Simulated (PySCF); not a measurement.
Al(H)(Me)(OEt) (C3H9AlO), SMILES CC[O][AlH][CH3]. Coordinates come from a PBE0-D3(BJ)/def2-SVP optimisation. The structure was generated by enumeration; whether it is a known compound was not checked. One conformer was computed; it need not be the lowest.

Problem. Give the equilibrium geometry at PBE0-D3(BJ)/def2-SVP (PySCF confirms it by a frequency run) as Cartesian coordinates in Å. (An estimate is asked for; the answer gives what the named calculation found.)

Solution. One answer among several that fit: 
```xyz
14

Al    -0.1022    -0.1778     1.2253
H     -1.1717    -1.2650     1.6818
C      1.2526     0.5900     2.3890
H      1.8814     1.3223     1.8597
H      1.9127    -0.1921     2.8010
H      0.7928     1.0970     3.2542
O     -0.1563     0.3495    -0.3949
C     -0.9061     0.0644    -1.5350
C     -0.0535    -0.5874    -2.6050
H     -1.7684    -0.5917    -1.2982
H     -1.3312     1.0065    -1.9293
H      0.3429    -1.5532    -2.2537
H     -0.6385    -0.7685    -3.5201
H      0.8012     0.0575    -2.8596
```
